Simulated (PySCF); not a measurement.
Mn²⁺ (manganese, charge +2) across methods

[Ar] 3d5, high-spin 6S determinant. Computed with PySCF 2.14 in x2c-TZVPPall with one added diffuse shell each of s, p, d, f type (7s6p5d3f1g, 80 functions), with scalar relativity by spin-free X2C-1e. The B2PLYP total includes its PT2 part (frozen core); its orbital energies are those of the SCF part.

| method | E (hartree) | mean ε 3p α (eV) | mean ε 3p β (eV) | mean ε 3d α (eV) | Σ⟨r²⟩ (bohr²) | ⟨S²⟩ |
| --- | --- | --- | --- | --- | --- | --- |
| M06 | -1157.655 | -78.779 | -71.701 | -27.941 | 16.07 | 8.751 |
| r2SCANh | -1157.650 | -77.863 | -70.422 | -27.112 | 16.14 | 8.750 |
| UHF | -1156.60710 | -92.268 | -78.582 | -34.814 | 15.89 | 8.751 |
| B2PLYP | -1157.419 | -83.726 | -74.321 | -30.603 | 16.09 | 8.751 |
| PBE0 | -1157.474 | -78.813 | -71.612 | -28.252 | 16.19 | 8.750 |
| LDA | -1155.218 | -73.944 | -68.916 | -26.062 | 16.39 | 8.750 |
| PBE | -1157.431 | -74.061 | -68.786 | -25.857 | 16.38 | 8.750 |
| PW91 | -1157.745 | -74.119 | -68.879 | -25.931 | 16.36 | 8.750 |
| r2SCAN | -1157.655 | -76.222 | -69.370 | -26.178 | 16.18 | 8.750 |
